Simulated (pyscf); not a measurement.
PySCF, gas phase, ωB97X-D3(BJ)/def2-SVP geometries. MP2 and CC: frozen core, UHF for open shells. ΔMP2 is the change of the MP2 total energy from the triple- to the quadruple-zeta basis. Singlets are restricted, triplets unrestricted.

Singlet (Å):
```xyz
2

Sn     1.6849    -2.3462    -0.2391
Te     0.2082    -0.9691    -1.6805
```

Triplet (Å):
```xyz
2

Sn     1.7586    -2.4121    -0.1682
Te     0.1368    -0.9021    -1.7501
```

### Question
For these two minima of :Sn=Te, which spin state lies lower at CCSD(T)/def2-TZVPP + ΔMP2(QZVPP), and by how much (electronic energies)?

### Answer
The singlet, by 44.1 kcal/mol. Zero-point energy shifts E(triplet) − E(singlet) by -0.1 kcal/mol. 

E(triplet) − E(singlet) by level (kcal/mol):

| level | gap |
|---|---|
| ωB97X-D3(BJ)/def2-TZVP | +40.7 |
| PBE/def2-TZVP | +41.9 |
| r²SCAN/def2-TZVP | +39.1 |
| B3LYP-D3(BJ)/def2-TZVP | +40.0 |
| PBE0-D3(BJ)/def2-TZVP | +38.8 |
| M06-2X/def2-TZVP | +28.8 |
| ωB97M-D3(BJ)/def2-TZVP | +36.1 |
| HF/def2-TZVP | +18.2 |
| MP2/def2-QZVPP | +48.8 |
| CCSD/def2-TZVPP | +38.0 |
| CCSD(T)/def2-TZVPP | +42.3 |
| CCSD(T)/def2-TZVPP + ΔMP2(QZVPP) | +44.1 |

The triplet is the lowest one reached from the SCF start used. The CCSD(T) − MP2 part came from Ansatz, without density fitting, on the same reference. The frozen core leaves the outer d or s,p core shells of the metals and heavy elements correlated in the MP2 and CC values, and def2-TZVPP describes them poorly, which can shift differences by a few kcal/mol. The term symbol of open-shell :Sn=Te was not checked; spin-orbit terms are left out. Elements past Kr carry the def2 core potentials, without spin-orbit coupling.
